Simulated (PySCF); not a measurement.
# Computed properties of B(H)2(OEt) (C₂H₇BO), SMILES BOCC

B(H)2(OEt) (C₂H₇BO), SMILES BOCC. Geometry: TPSSh-D3(BJ)/def2-SVP. The structure was generated by enumeration, and PubChem lists no compound with its InChIKey, so it may never have been made. One conformer was computed; it need not be the lowest. All values are computed for the isolated molecule unless a solvent is named; none is compared with measurement here.

**Structure.** All 27 harmonic modes at TPSSh-D3(BJ)/def2-SVP (PySCF) are real, so it is a minimum. With heavy atoms numbered as in [BH2:1][O:4][CH2:5][CH3:6], the shortest bond between them is B1–O4 at 1.346 Å and the longest C5–C6 at 1.519 Å.

**Vibrations.** The strongest infrared lines (harmonic, unscaled, degenerate partners summed) lie at 2670 cm⁻¹ (199 km/mol, H 88 %, B 12 %), 1371 cm⁻¹ (167 km/mol, H 61 %, C 18 %, B 12 %, O 10 %), 2555 cm⁻¹ (124 km/mol, H 95 %). The softest mode is at 75 cm⁻¹ and the zero-point energy is 57.8 kcal/mol.

**Electronic structure.** B3LYP/def2-TZVP (PySCF) places the frontier levels at -8.31 and -0.59 eV, a gap of 7.72 eV, and gives a dipole moment of 1.79 D and a mean polarisability of 45.0 bohr³. PBE/def2-TZVP (PySCF) at the same geometry gives -7.03 and -1.33 eV, so its gap is 2.02 eV narrower. An orbital gap is neither the optical nor the fundamental gap.

**Excitations.** TDA-PBE0/def2-SVPD (PySCF) has S1 at 6.29 eV (197 nm, f = 0.000, dark); the most intense of the 10 singlets computed lies at 8.07 eV (f = 0.20). T1 (TDA) is at 5.64 eV, 0.65 eV under S1. TDA-PBE/def2-SVPD (PySCF) puts S1 at 5.88 eV. No vertical singlet excitation falls in the visible range (under 3.1 eV).

**NMR.** GIAO shifts at PBE0/pcSseg-1 (PySCF) (non-relativistic, atoms alike by connectivity averaged): ¹³C from 22.4 to 77.8 ppm against TMS; ¹H from 1.6 to 5.4 ppm against TMS; ¹¹B at 35.3 ppm against BF3.
